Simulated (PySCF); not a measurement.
C$_{3}$H$_{7}$ (SMILES [CH2-]CC), charge -1, singlet, geometry from GFN2-xTB (in this run its highest filled SCF level lies above zero, so its values depend strongly on the basis, on diffuse functions most of all). Base run: PBE0/def2-SV(P) (PySCF).

PySCF was given this input:
```python
from pyscf import gto, scf, dft

mol = gto.Mole()
mol.atom = '''
    C     0.001860    0.104490    0.566404
    C    -0.001727    1.417715   -0.192030
    C     0.000064   -1.228257   -0.251914
    H    -0.880850    0.061189    1.229917
    H     0.889157    0.062525    1.223858
    H     0.002932   -2.122887    0.388569
    H     0.885480    1.388919   -0.898346
    H    -0.893705    1.387576   -0.892255
    H    -0.884828   -1.271172   -0.890228
    H     0.880630   -1.269840   -0.896272
'''
mol.basis = 'def2-sv(p)'
mol.charge = -1
mol.spin = 0
mol.verbose = 3
mol.build()

mf = dft.RKS(mol)
mf.xc = 'pbe0'
mf.kernel()
```

Variants of this job, named by their change:

| change | E (Eh) | HOMO (eV) | HOMO-LUMO gap (eV) | core-seconds (rough) | outcome |
|---|---|---|---|---|---|
| base | -118.18365 | 2.50 | 4.18 | 4 | converged |
| functional = pbe | -118.15866 | 3.58 | 2.32 | 4 | converged |
| functional = camb3lyp | -118.25589 | 1.25 | 6.27 | 7 | converged |
| functional = tpssh | -118.35175 | 3.10 | 3.35 | 7 | converged |
| functional = blyp; dispersion = d3bj | -118.25973 | 3.71 | 2.18 | 5 | converged |
| functional = m062x | -118.26197 | 1.36 | 6.06 | 5 | converged |
| functional = hse06 | -118.19300 | 2.88 | 3.41 | 10 | converged |
| functional = m06l | -118.31214 | 3.55 | 3.33 | 8 | converged |
| functional = b97-1 | -118.29275 | 2.73 | 3.84 | 3 | converged |
| functional = blyp | -118.24842 | 3.71 | 2.18 | 3 | converged |
| functional = b97m_v | - | - | - | - | cut at the time limit |
| functional = b3lyp5 | -118.24603 | 2.80 | 3.63 | 3 | converged |
| functional = revpbe | -118.29773 | 3.63 | 2.37 | 4 | converged |

Absolute energies of different levels of theory aren't comparable as measures of quality.
